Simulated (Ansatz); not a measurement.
An input meant for In₇As₇H₂₀ (charge 0, singlet; atoms displaced at random, 0.08 Å in each coordinate).

```yaml
crystal:
  periodic: [false, false, false]
  atoms:
    - {symbol: In, position_ang: [0.658539, -4.167969, 0.913583]}
    - {symbol: In, position_ang: [-2.588838, 2.793200, -2.244143]}
    - {symbol: In, position_ang: [1.018872, -0.611030, -2.229728]}
    - {symbol: In, position_ang: [-2.576058, -1.067363, 0.633820]}
    - {symbol: In, position_ang: [1.017314, -0.664570, 3.688781]}
    - {symbol: In, position_ang: [1.184183, 1.876830, 1.575397]}
    - {symbol: In, position_ang: [4.148680, -1.169174, 0.743180]}
    - {symbol: As, position_ang: [-3.951391, 0.713892, -0.980473]}
    - {symbol: As, position_ang: [-0.780726, -2.247831, -0.722875]}
    - {symbol: As, position_ang: [2.235651, -2.326352, 2.137808]}
    - {symbol: As, position_ang: [-0.686599, 1.249484, -3.326062]}
    - {symbol: As, position_ang: [-1.539982, 4.023842, -0.251978]}
    - {symbol: As, position_ang: [2.497990, 0.560363, -0.263576]}
    - {symbol: As, position_ang: [-0.837754, 0.542123, 2.245219]}
    - {symbol: H, position_ang: [1.377596, -5.163392, -0.168514]}
    - {symbol: H, position_ang: [-0.754687, -4.758039, 1.996777]}
    - {symbol: H, position_ang: [-3.734634, 3.498051, -3.572824]}
    - {symbol: H, position_ang: [1.857715, -1.451187, -3.485026]}
    - {symbol: H, position_ang: [-3.750705, -1.969036, 1.536009]}
    - {symbol: H, position_ang: [1.147729, -0.373472, 5.266283]}
    - {symbol: H, position_ang: [2.171344, 1.026162, 3.069411]}
    - {symbol: H, position_ang: [1.537764, 3.781473, 1.703201]}
    - {symbol: H, position_ang: [4.645514, -2.106280, -0.555024]}
    - {symbol: H, position_ang: [5.147432, -0.306439, 1.814387]}
    - {symbol: H, position_ang: [-4.433801, -0.244280, -2.022479]}
    - {symbol: H, position_ang: [-5.001379, 1.114962, -0.312210]}
    - {symbol: H, position_ang: [-1.384993, -2.988290, -1.745410]}
    - {symbol: H, position_ang: [2.898728, -3.192877, 3.241094]}
    - {symbol: H, position_ang: [-1.160907, 0.582717, -4.569083]}
    - {symbol: H, position_ang: [0.221402, 2.126095, -4.022493]}
    - {symbol: H, position_ang: [-0.211360, 3.287683, -0.669536]}
    - {symbol: H, position_ang: [-1.086785, 5.096614, -1.151702]}
    - {symbol: H, position_ang: [3.124849, 1.626822, -1.156484]}
    - {symbol: H, position_ang: [-1.747851, 1.367817, 2.934929]}
basis:
  gaussian: {orbitals: def2-mTZVP, fitting: {mean_field: def2-universal-jkfit}}
magnetization: {spin_polarized: true, initial_magnetization: 1}
hamiltonian: {xc: {name: B97M-V}}
```

```sh
$ ansatz run in.yaml --threads 2 --pin off --events-out ev --progress --plain --max-ram 32768MiB --backend cuda --devices 0, --max-vram 18GiB
```

Shortened log:

```
Error: a molecule whose nuclei and cores have a total charge of 398 cannot have a net charge of 0 together with 1 unpaired electrons
```

(1) What is wrong with this run?

Results:

(1) The number of unpaired electrons doesn't fit the electron count. The program refused the input.
